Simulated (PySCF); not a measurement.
## Tc+ (technetium, charge +1) across methods

[Kr] 4d4 5s1 6s1, high-spin 7D determinant (an excited configuration). All numbers are calculated (PySCF 2.14, the spin-free X2C one-electron Hamiltonian (Gaussian nucleus), in aug-cc-pVTZ-DK).

```tsv
method	E (hartree)	mean ε 4d α (eV)	mean ε 5s α (eV)	mean ε 6s α (eV)	Σ⟨r²⟩ (bohr²)	⟨S²⟩
PBE0	-4284.07	-24.104	-17.064	-5.710	81.32	12.001
TPSSh	-4284.22	-23.049	-16.422	-5.484	81.38	12.001
MN15	-4287.27	-24.756	-17.570	-5.569	83.24	12.001
B97-3	-4284.07	-24.011	-16.902	-5.647	81.12	12.001
PBE	-4284.00	-22.180	-16.238	-5.392	79.98	12.001
r2SCAN	-4284.39	-22.790	-16.407	-5.347	80.72	12.001
LDA	-4279.46	-22.203	-16.589	-5.402	79.68	12.000
```

Task: Estimate the same row for UHF.

Result: E (hartree) = -4282.22260; mean ε 4d α (eV) = -29.012; mean ε 5s α (eV) = -19.076; mean ε 6s α (eV) = -6.289; Σ⟨r²⟩ (bohr²) = 85.81; ⟨S²⟩ = 12.003.

The outer electron is Rydberg-like, and this basis confines it to a smaller radius and binds it less than a complete one would.
